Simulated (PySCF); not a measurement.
```xyz
5

Br    -1.2361    -1.3890    -1.1926
Si     0.0000     0.0000     0.0000
Br    -0.9543     1.9919     0.0331
Br     2.0085     0.1608    -0.9053
Br     0.1820    -0.7637     2.0647
```

Charge 0, multiplicity 1.

Task: Give the Mulliken and meta-Löwdin atomic charges from M06-2X/def2-TZVP // B3LYP-D3(BJ)/def2-TZVP in PySCF.

Result: 
| atom | Mulliken (e) | meta-Löwdin (e) |
|---|---|---|
| Br1 | -0.14 | -0.20 |
| Si2 | 0.56 | 0.82 |
| Br3 | -0.14 | -0.20 |
| Br4 | -0.14 | -0.20 |
| Br5 | -0.14 | -0.20 |
